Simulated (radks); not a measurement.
Ti3+, configuration [Ar] 3d1 (the NIST ground configuration).

All-electron calculation, scalar-relativistic Kohn-Sham, Slater X-alpha with alpha = 0.812, spin-polarised, spherical densities, point nucleus; open shells are filled with parallel spins first. Program: a radial shooting solver on a logarithmic mesh with Libxc functionals.

Energy parts (eV):
| part | energy |
|---|---|
| total | -23307.050 |
| kinetic | 23524.574 |
| electron-nucleus | -54697.027 |
| Hartree | 9118.630 |
| exchange | -1253.227 |

Orbitals (lengths in bohr, moments of r in powers of bohr; r(max) is where P^2 peaks; r(90%) holds 90 % of the orbital's charge):
\begin{tabular}{lrrrrrr}
orbital & occ. & eigenvalue (eV) & <r> & <r^2> & r(90%) & r(max) \\ \hline
1s down & 1 & -4926.100 & 0.06956 & 0.006505 & 0.124 & 0.04555 \\
1s up & 1 & -4926.088 & 0.06956 & 0.006505 & 0.124 & 0.04555 \\
2s up & 1 & -579.0913 & 0.3241 & 0.1242 & 0.504 & 0.2683 \\
2s down & 1 & -578.5226 & 0.3239 & 0.1240 & 0.503 & 0.2682 \\
2p up & 3 & -487.9859 & 0.2884 & 0.1026 & 0.474 & 0.2183 \\
2p down & 3 & -487.5460 & 0.2881 & 0.1024 & 0.474 & 0.2182 \\
3s up & 1 & -97.9097 & 0.9843 & 1.114 & 1.47 & 0.8587 \\
3s down & 1 & -96.3267 & 0.9849 & 1.115 & 1.47 & 0.8588 \\
3p up & 3 & -73.8511 & 1.042 & 1.270 & 1.59 & 0.8834 \\
3p down & 3 & -72.2851 & 1.043 & 1.273 & 1.59 & 0.8836 \\
3d up & 1 & -37.1186 & 1.215 & 1.818 & 2.00 & 0.8997 \\
3d down & 0 & -35.5740 & 1.221 & 1.839 & 2.01 & 0.9017 \\
\end{tabular}

The highest occupied level is 3d up at -37.119 eV. The density falls to 0.001 e/bohr^3 at r = 2.73 bohr. For comparison, the ionisation energy in NIST's Atomic Spectra Database is 43.267 eV (measured). In exact Kohn-Sham theory the highest level is minus the ionisation energy, but local and semilocal functionals leave it too shallow, through self-interaction and a potential that decays too fast; potentials with the right tail come closer. Summed over all electrons, <r^2> = 12.55 bohr^2, which gives a Langevin (diamagnetic) susceptibility term of -9.94 x 10^-6 cm^3/mol. Spin moment in Bohr magnetons: 1.
